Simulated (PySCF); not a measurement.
**One molecule, a ladder of functionals, a line**

Molecule: `O=C[SiH](O)O`, CH$_{4}$O$_{3}$Si.

Atom-mapped SMILES (the numbers label the heavy atoms): `[O:1]=[CH:2][SiH:3]([OH:4])[OH:5]` (H(Xn): hydrogen on atom n).

GIAO shieldings (ppm, equivalent atoms averaged) in PySCF 2.14 on the PBE0-D3(BJ)/def2-SVP geometry, basis pcSseg-2, gas phase, non-relativistic:

```tsv
functional	exact exchange (%)	σ(O4/O5)	σ(C2)	σ(Si3)
BLYP	0	260.3	-76.7	375.5
BP86	0	262.1	-72.6	381.1
PBE	0	261.8	-74.2	381.6
B3LYP	20	268.2	-73.6	387.4
PBE0	25	271.5	-69.7	396.7
BHandHLYP	50	277.6	-67.7	406.0
HF	100	291.0	-54.0	441.1
```

Task: Fit each shielding as a line in the percentage of exact exchange.

Result: σ(O4/O5) = 262.1 + 0.30 x (rms 1.1 ppm); σ(C2) = -75.3 + 0.20 x (rms 1.8 ppm); σ(Si3) = 378.7 + 0.61 x (rms 2.8 ppm). The functionals also differ in their semilocal parts, which the line can't hold; Hartree–Fock has no correlation at all.

Task: What does the line predict for mPW1PW91 (25 %), and what does the run give?

Result: σ(O4/O5): 269.6 predicted, 271.6 computed; σ(C2): -70.3 predicted, -69.7 computed; σ(Si3): 393.9 predicted, 396.0 computed ppm.
